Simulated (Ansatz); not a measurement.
This geometry of CH4BF + H3P (11 atoms, charge 0, multiplicity 1) is a first-order saddle point.

Method: RKS PBE-D4/def2-SVP (Ansatz).

```xyz
11
Properties=species:S:1:pos:R:3
B -0.035 -0.279 0.150
F -0.302 0.161 1.669
H 1.056 0.152 -0.172
C -1.328 -0.057 -0.727
H -2.240 -0.540 -0.320
H -1.537 1.033 -0.807
H -1.174 -0.428 -1.762
P 0.269 -2.374 0.743
H -0.688 -2.825 -0.207
H 1.485 -2.424 0.008
H -0.075 -1.034 1.632
```

(1) Which two structures does it join? (They come from a converged band through this point; their orientation in space is the band's.)

(2) How far does it lie above each of them?

Results:

(1) Bonds broken: B1–F2, P8–H11. Bonds formed: B1–P8, F2–H11. CH4BF + H3P becomes CH6BP + FH.

First end point:

```xyz
11
Properties=species:S:1:pos:R:3
B -0.125 0.390 0.140
F -0.289 0.583 1.456
H 1.019 0.513 -0.277
C -1.359 0.114 -0.778
H -2.271 -0.193 -0.229
H -1.590 1.066 -1.311
H -1.130 -0.622 -1.576
P 0.487 -3.160 0.849
H -0.677 -2.932 0.029
H 1.278 -2.216 0.099
H 0.088 -2.158 1.804
```

Last end point:

```xyz
11
Properties=species:S:1:pos:R:3
B 0.033 -0.498 -0.226
F -0.312 0.210 2.079
H 1.040 0.174 -0.337
C -1.346 -0.033 -0.799
H -2.224 -0.623 -0.470
H -1.539 1.045 -0.629
H -1.267 -0.158 -1.906
P 0.280 -2.237 0.545
H -0.625 -3.079 -0.175
H 1.522 -2.691 0.003
H -0.131 -0.726 2.123
```

(2) 1.65 eV above the first and 0.43 eV above the second. This is the barrier of this one path; another mechanism may lie lower. The orbitals stay closed-shell, which can raise the energy where a bond breaks towards radicals; this wasn't checked here.

Time of the run: 41 s on 2 threads of AMD EPYC 9R45 96-Core Processor (Zen 5), with other jobs on the host, peak memory 0.15 GiB.
